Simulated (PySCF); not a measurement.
All values below come from PySCF 2.14.0 with PBE-D3(BJ)/def2-TZVP // r2SCAN-D4/def2-TZVP. Gas-phase values, no solvent. Excitations are Tamm–Dancoff values on a coarser integration grid. The basis has no diffuse functions, so Rydberg states are missing or too high.

Reference species (SMILES): `Br[SiH](Br)Br` (neutral, multiplicity 1).

The S1 oscillator strength is 0.000, the LUMO is -2.00 eV and the T1 excitation (TDA) is 5.16 eV.

Changed species: `Br[SiH2]Br` (2 of 4 Br replaced by H; the reference has 1 of 4 Br replaced by H).

Task: Predict the effect on the S1 oscillator strength, LUMO and T1 excitation (TDA).

Result: the S1 oscillator strength rises by 0.011, to 0.011; the LUMO increases by 0.46 eV, to -1.54 eV; the T1 excitation (TDA) increases by 0.46 eV, to 5.62 eV.
